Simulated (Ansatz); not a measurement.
CH3BO2Zn, SMILES `O[B]1O[CH2][Zn]1`, relaxed with RKS PBE0-D4/def2-TZVP in Ansatz 0.2.0 from a GFN2-xTB geometry. The force threshold is 0.005 eV/Å; the program also tests the step.

The species carries charge 0 and has multiplicity 1.

Start:

```xyz
8

O    -0.026    0.832    2.044
B    -0.179    0.112    0.919
O     0.318    0.454   -0.233
C     0.220   -0.265   -1.455
Zn   -0.919   -1.586   -0.148
H    -0.425    0.532    2.856
H     1.239   -0.487   -1.787
H    -0.227    0.408   -2.195
```

(1) By how much does the energy fall, and how many steps does the optimiser take? (An estimate is asked.)

(2) Which bonds change most? (An estimate is asked.)

(3) Give the relaxed structure. (Estimate.)

## Answers

(1) The calculation gave: 16.08 kJ/mol, in 6 steps.

(2) Computed: C4–Zn5 from 2.179 to 2.058 Å; B2–O3 from 1.301 to 1.362 Å; O3–C4 from 1.421 to 1.442 Å; B2–Zn5 from 2.138 to 2.125 Å.

(3) Ansatz gave: 
```xyz
8

O    -0.025    0.862    2.072
B    -0.170    0.133    0.950
O     0.379    0.525   -0.233
C     0.222   -0.257   -1.434
Zn   -0.857   -1.509   -0.209
H    -0.465    0.462    2.824
H     1.207   -0.561   -1.787
H    -0.291    0.345   -2.182
```
